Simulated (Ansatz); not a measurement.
# Telling isomers of C2H6F2Ge apart by their spectra

These gas-phase data were calculated for one isomer of C2H6F2Ge at PBE-D3(BJ)/def2-SVP (harmonic, unscaled wavenumbers; equilibrium rotational constants with average atomic masses):

```
rotational constants            : 5.182, 2.352, 1.863 GHz
all wavenumbers above 1500 cm⁻¹ : 3073, 3059, 3047, 2993, 2974, 2099
```

Candidates:

(1) `[CH3][Ge]([CH3])([F])[F]`, a singlet
(2) `FC[CH2][GeH2][F]`, a singlet
(3) `C[CH2][GeH]([F])[F]`, a singlet

Question: Which candidate do the data belong to?

Answer: Candidate (3). The band at 2099 cm⁻¹ lies where the Ge–H stretch is expected; (1) has no mode between 1900 and 2250 cm⁻¹. 1 mode lies between 1900 and 2250 cm⁻¹, one for each Ge–H bond, while (2) has 2.

The same quantities for all candidates:

|  | rotational constants (GHz) | wavenumbers above 1500 cm⁻¹ | E above the lowest, PBE-D3(BJ)/def2-SVP (kcal/mol) |
| --- | --- | --- | --- |
| (1) | 3.298, 2.988, 2.967 | 3111, 3111, 3104, 3103, 2995, 2994 | 0.0 |
| (2) | 8.395, 1.669, 1.468 | 3069, 3014, 3002, 2958, 2108, 2084 | 44.8 |
| (3) | 5.182, 2.352, 1.863 | 3073, 3059, 3047, 2993, 2974, 2099 | 11.5 |

Harmonic stretches to hydrogen usually lie a few per cent above observed fundamentals. Each candidate is one conformer. Programs: Ansatz 0.2.0.
